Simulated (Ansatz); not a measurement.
Steps of a relaxation of CH3AlFNS, SMILES `F[CH]1[NH][Al]1[SH]` with RKS PBE-D4/def2-SVP.

```sh
$ ansatz run in.yaml --threads 2 --pin off --events-out ev --progress --plain --max-ram 4352MiB
```

```yaml
crystal:
  periodic: [false, false, false]
  atoms:
    - {symbol: F, position_ang: [-0.334400, 1.528200, 1.465800]}
    - {symbol: C, position_ang: [0.425000, 1.065300, 0.455700]}
    - {symbol: N, position_ang: [1.070900, -0.161000, 0.884400]}
    - {symbol: Al, position_ang: [-0.197700, -0.452200, -0.434000]}
    - {symbol: S, position_ang: [-1.523600, -1.709200, -1.873000]}
    - {symbol: H, position_ang: [1.107200, 1.807000, -0.046500]}
    - {symbol: H, position_ang: [2.032900, -0.257300, 0.383700]}
    - {symbol: H, position_ang: [-2.488200, -1.878000, -0.892000]}
basis:
  gaussian: {orbitals: def2-SVP}
hamiltonian: {xc: pbe, dispersion: d4}
relax: {f_tol: 0.03, max_steps: 200}
```

Positions (Å) and forces (eV/Å) along the path, 13 of 13 steps:

```xyz
8
step=1 energy=-22700.5575 eV
F    -0.334    1.528    1.466   -0.348    1.290    1.080
C     0.425    1.065    0.456    0.189    1.048   -1.478
N     1.071   -0.161    0.884    2.209   -1.983   -1.653
Al   -0.198   -0.452   -0.434   -1.404   -1.322   -0.916
S    -1.524   -1.709   -1.873    0.507    0.339    1.030
H     1.107    1.807   -0.046   -0.301    0.261    0.759
H     2.033   -0.257    0.384   -1.225    0.253    1.468
H    -2.488   -1.878   -0.892    0.373    0.114   -0.291
8
step=2 energy=-22701.0616 eV
F    -0.254    1.594    1.518   -0.075    0.600    0.326
C     0.397    1.082    0.424    0.324    0.414    0.076
N     0.999   -0.231    0.778    0.858   -0.559   -1.849
Al   -0.324   -0.415   -0.503   -0.234   -0.526   -0.073
S    -1.468   -1.769   -1.866    0.164    0.172    0.535
H     1.139    1.827    0.026   -0.362   -0.041    0.185
H     1.993   -0.278    0.413   -0.745   -0.048    1.025
H    -2.388   -1.867   -0.847    0.069   -0.012   -0.225
8
step=3 energy=-22701.3494 eV
F    -0.114    1.686    1.616    0.240   -0.382   -0.486
C     0.404    1.114    0.438   -0.052   -0.514    0.712
N     0.974   -0.290    0.632    0.087    1.280   -1.428
Al   -0.414   -0.359   -0.561    0.551    0.272    0.971
S    -1.413   -1.827   -1.813   -0.394   -0.342   -0.084
H     1.101    1.885    0.029   -0.058   -0.233   -0.103
H     2.014   -0.307    0.530   -0.599   -0.206    0.619
H    -2.460   -1.960   -0.927    0.225    0.124   -0.201
8
step=4 energy=-22701.5270 eV
F    -0.034    1.651    1.668    0.117   -0.393   -0.666
C     0.386    1.111    0.432    0.198   -0.771    0.760
N     1.005   -0.270    0.536   -0.925    1.323   -0.977
Al   -0.441   -0.384   -0.547    0.664    0.143    0.700
S    -1.397   -1.895   -1.809   -0.349   -0.052    0.215
H     1.037    1.893   -0.019   -0.066   -0.024   -0.093
H     2.021   -0.278    0.646    0.183   -0.229    0.338
H    -2.485   -1.886   -0.962    0.179    0.004   -0.277
8
step=5 energy=-22701.6675 eV
F    -0.066    1.577    1.668    0.238   -0.349   -0.085
C     0.387    1.094    0.440   -0.179   -0.296   -0.490
N     1.092   -0.203    0.422    0.915    0.393    0.641
Al   -0.347   -0.492   -0.489   -0.829    0.258   -0.298
S    -1.402   -1.962   -1.730   -0.192   -0.056    0.207
H     0.922    1.938   -0.054   -0.017   -0.024    0.118
H     2.072   -0.289    0.726   -0.121    0.074    0.104
H    -2.567   -1.721   -1.040    0.186    0.000   -0.197
8
step=6 energy=-22701.7026 eV
F    -0.008    1.495    1.692   -0.021   -0.021   -0.045
C     0.382    1.084    0.419    0.318   -0.145   -0.171
N     1.163   -0.157    0.388    0.694   -0.187    0.359
Al   -0.344   -0.518   -0.462   -0.054    0.189    0.056
S    -1.412   -2.043   -1.640   -0.757    0.164    0.394
H     0.868    1.964   -0.073   -0.161   -0.035    0.159
H     2.130   -0.224    0.801   -0.934    0.177   -0.439
H    -2.687   -1.658   -1.182    0.914   -0.141   -0.313
8
step=7 energy=-22701.7642 eV
F    -0.043    1.449    1.689   -0.001    0.190    0.311
C     0.383    1.083    0.421    0.526   -0.052   -0.125
N     1.154   -0.162    0.368   -0.302    0.053   -0.131
Al   -0.393   -0.478   -0.423   -0.012   -0.421   -0.264
S    -1.389   -2.142   -1.467   -0.195    0.240    0.163
H     0.875    1.980   -0.033   -0.176   -0.061    0.069
H     2.124   -0.233    0.690   -0.029    0.153    0.075
H    -2.620   -1.554   -1.301    0.188   -0.103   -0.098
8
step=8 energy=-22701.7416 eV rejected
F     0.061    1.433    1.723    0.013   -0.048   -0.072
C     0.384    1.017    0.427   -0.608   -0.028   -0.086
N     1.206   -0.182    0.377    0.661    0.576    0.262
Al   -0.318   -0.621   -0.383   -0.350    0.217   -0.053
S    -1.477   -2.159   -1.428   -0.005   -0.138    0.037
H     0.700    1.939   -0.119    0.232   -0.160    0.104
H     2.157   -0.076    0.763   -0.106   -0.433   -0.209
H    -2.621   -1.407   -1.416    0.162    0.013    0.018
8
step=9 energy=-22701.7876 eV
F    -0.008    1.441    1.713    0.001    0.109    0.162
C     0.381    1.061    0.429    0.139    0.307   -0.056
N     1.162   -0.150    0.365   -0.108   -0.338   -0.135
Al   -0.386   -0.516   -0.406   -0.057   -0.236   -0.156
S    -1.420   -2.175   -1.408   -0.076    0.140    0.096
H     0.841    1.960   -0.045   -0.152    0.052    0.038
H     2.133   -0.177    0.681    0.143    0.026    0.097
H    -2.612   -1.501   -1.385    0.110   -0.060   -0.045
8
step=10 energy=-22701.8027 eV
F     0.039    1.442    1.740   -0.002    0.028    0.028
C     0.376    1.061    0.441    0.125    0.085   -0.014
N     1.168   -0.153    0.352   -0.078   -0.035   -0.069
Al   -0.389   -0.532   -0.390   -0.063   -0.116   -0.069
S    -1.444   -2.206   -1.338   -0.035    0.095    0.048
H     0.789    1.970   -0.056   -0.068   -0.023    0.042
H     2.140   -0.173    0.671    0.058    0.010    0.048
H    -2.586   -1.466   -1.475    0.063   -0.044   -0.014
8
step=11 energy=-22701.8060 eV
F     0.070    1.436    1.758    0.013    0.010    0.051
C     0.380    1.064    0.450   -0.065   -0.129   -0.011
N     1.170   -0.146    0.331   -0.004   -0.018   -0.010
Al   -0.403   -0.533   -0.376    0.015    0.041    0.002
S    -1.470   -2.225   -1.264    0.008   -0.021    0.000
H     0.760    1.980   -0.050    0.050    0.097   -0.049
H     2.143   -0.176    0.656   -0.011    0.014    0.014
H    -2.557   -1.457   -1.560   -0.005    0.006    0.003
8
step=12 energy=-22701.8065 eV
F     0.075    1.434    1.759   -0.010    0.001    0.007
C     0.378    1.065    0.447    0.014   -0.033    0.005
N     1.167   -0.147    0.329    0.002   -0.005   -0.010
Al   -0.404   -0.529   -0.385    0.013    0.016    0.008
S    -1.466   -2.227   -1.269   -0.019    0.015    0.000
H     0.763    1.983   -0.050    0.003    0.016   -0.010
H     2.136   -0.177    0.663   -0.011    0.007    0.002
H    -2.558   -1.458   -1.550    0.009   -0.019   -0.001
8
step=13 energy=-22701.8066 eV
F     0.076    1.433    1.761   -0.004   -0.002   -0.005
C     0.381    1.066    0.448    0.022    0.018   -0.007
N     1.168   -0.146    0.327    0.000   -0.006   -0.005
Al   -0.403   -0.524   -0.388   -0.014    0.009   -0.002
S    -1.466   -2.224   -1.266   -0.008   -0.007   -0.003
H     0.768    1.986   -0.048   -0.012   -0.020    0.012
H     2.136   -0.179    0.666   -0.003    0.004    0.001
H    -2.567   -1.471   -1.555    0.018    0.003    0.008
```

Hardware: 2 threads of an AMD EPYC 7B13 on a shared host. Wall time 22 s, peak host memory 0.19 GiB.
